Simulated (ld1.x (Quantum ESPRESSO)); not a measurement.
# Which change was made? (Ni, PAW)

nickel, PAW, made with ld1.x (Quantum ESPRESSO) 7.5 (PBE, scalar-relativistic). Core [Ne], reference 3s2 3p6 3d8 4s1 4p0 (charge +1). Waves: 3s (bound): rcut 1.00, rcutus 1.20 bohr; 4s (bound): rcut 1.00, rcutus 1.20 bohr; 3p (bound): rcut 1.05, rcutus 1.30 bohr; 4p (bound, empty): rcut 1.05, rcutus 1.30 bohr; 3d (bound): rcut 1.25, rcutus 1.50 bohr; 3d channel at -0.65 Ry: rcut 1.25, rcutus 1.50 bohr. Local part: all-electron potential smoothed inside 1.15 bohr (lloc = -1). Core correction: Bessel-smoothed model core inside 0.90 bohr. Augmentation charge: BG, radius 1.00 bohr.

Cutoffs, loose and tight: the cutoffs (Ry, on a coarse ladder) from which the occupation-weighted sum of valence levels, in a spherical-Bessel basis at the reference potential, stays within 10 and 1 mRy of its value at 400 Ry. They do not see the model core or the augmentation charge, which bear on the density cutoff. Test errors are all-electron minus pseudo excitation energies from the reference, over the configurations 3s2 3p6 3d8 4s2 4p0; 3s2 3p6 3d8 4s0 4p0; 3s2 3p6 3d7 4s0 4p0; 3s2 3p6 3d8 4s1.5 4p0; 3s2 3p6 3d9 4s0 4p0; 3s2 3p5 3d8 4s2 4p0; 3s2 3p6 3d8 4s0 4p2; variants that change the core or the reference have their own tests. The largest error is taken over the tests solved by every variant that gives reliable tests at all, those not shown here included: 3s2 3p6 3d7 4s0 4p0; 3s2 3p6 3d8 4s0 4p0; 3s2 3p6 3d8 4s1.5 4p0; 3s2 3p6 3d8 4s2 4p0; 3s2 3p6 3d9 4s0 4p0.

The base gives: outcome: generated; cutoff, loose: 70 Ry; cutoff, tight: 110 Ry; bound ghosts: none; largest test error (meV): +49.

On the changes marked as counting shells twice: ld1.x takes every shell without a wave as core, so the model core holds the marked electrons as well and exchange and correlation see them twice. This cancels in the reference configuration, but the file is broken for other ones, and its errors say nothing about a proper core correction.

(1) After one change the result is: outcome: generated; cutoff, loose: 70 Ry; cutoff, tight: 110 Ry; bound ghosts: none; largest test error (meV): +403. Which change was it?
A. type TM; waves now 3p (bound): rc 1.30 bohr; 3d (bound): rc 1.50 bohr; 3s (bound): rc 1.20 bohr; local potential the s channel (4s counted twice)
B. waves 3d (bound): rcut 1.08, rcutus 1.14 bohr; 3d channel at -0.65 Ry: rcut 1.08, rcutus 1.14 bohr
C. wave 3d channel at -0.65 Ry: rcut 1.25, rcutus 1.50 bohr becomes 3d channel at 1.12 Ry: rcut 1.25, rcutus 1.50 bohr
D. reference 3s2 3p6 3d8 4s2 4p0
E. all radii but the core radius scaled by about 1.26 (s 1.52, p 1.64, d 1.90 bohr, rcut 1.26/1.32/1.58); local potential all-electron potential smoothed inside 1.46 bohr (lloc = -1); augmentation BG, radius 1.26 bohr

Answers

(1) D. The others give: wave 3d channel at -0.65 Ry: rcut 1.25, rcutus 1.50 bohr becomes 3d channel at 1.12 Ry: rcut 1.25, rcutus 1.50 bohr → outcome: generated; cutoff, loose: 70 Ry; cutoff, tight: 110 Ry; bound ghosts: none; largest test error (meV): +210 | all radii but the core radius scaled by about 1.26 (s 1.52, p 1.64, d 1.90 bohr, rcut 1.26/1.32/1.58); local potential all-electron potential smoothed inside 1.46 bohr (lloc = -1); augmentation BG, radius 1.26 bohr → outcome: generated, overlap not positive; bound ghosts: not determined (overlap not positive); largest test error (meV): test run stopped at test 1 of 7 (negative norm?) | waves 3d (bound): rcut 1.08, rcutus 1.14 bohr; 3d channel at -0.65 Ry: rcut 1.08, rcutus 1.14 bohr → outcome: generated; cutoff, loose: 110 Ry; cutoff, tight: 180 Ry; bound ghosts: none; largest test error (meV): +15 | type TM; waves now 3p (bound): rc 1.30 bohr; 3d (bound): rc 1.50 bohr; 3s (bound): rc 1.20 bohr; local potential the s channel (4s counted twice) → outcome: generated, misses its reference levels by 1.26 eV; cutoff, loose: 120 Ry; cutoff, tight: 200 Ry; bound ghosts: none; largest test error (meV): -2533. A file whose overlap is not positive is unfit for use, and its test errors describe a broken file.
